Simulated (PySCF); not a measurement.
## Ionisation energy of Te⁺ by level of theory

Te⁺ [Kr] 4d10 5s2 5p3 (4S) → Te²⁺ [Kr] 4d10 5s2 5p2 (3P), as a difference of total energies. All numbers are calculated (PySCF 2.14, a scalar-relativistic core potential, in aug-cc-pwCVTZ-PP with ECP28MDF). Correlated levels: valence: 4s2 4p6 4d10 frozen. The calculations carry no spin-orbit coupling.

| method | ionisation energy (eV) |
| --- | --- |
| UHF | 18.345 |
| MP2 (valence) | 18.787 |
| SCS-MP2 (valence) | 18.659 |
| CCSD (valence) | 18.769 |
| CCSD(T) (valence) | 18.798 |

Problem. How much does correlation contribute at CCSD(T) (valence)?

Solution. 18.798 − (18.345) = 0.453 eV, measured against UHF.

The reference lies between the lowest fine-structure levels, while these numbers refer to the centres of the terms.

Errors of the correlated levels include the incompleteness of this basis and the frozen core.

For comparison: 18.6 ± 0.4 eV (measured; NIST Atomic Spectra Database, ionization energies).
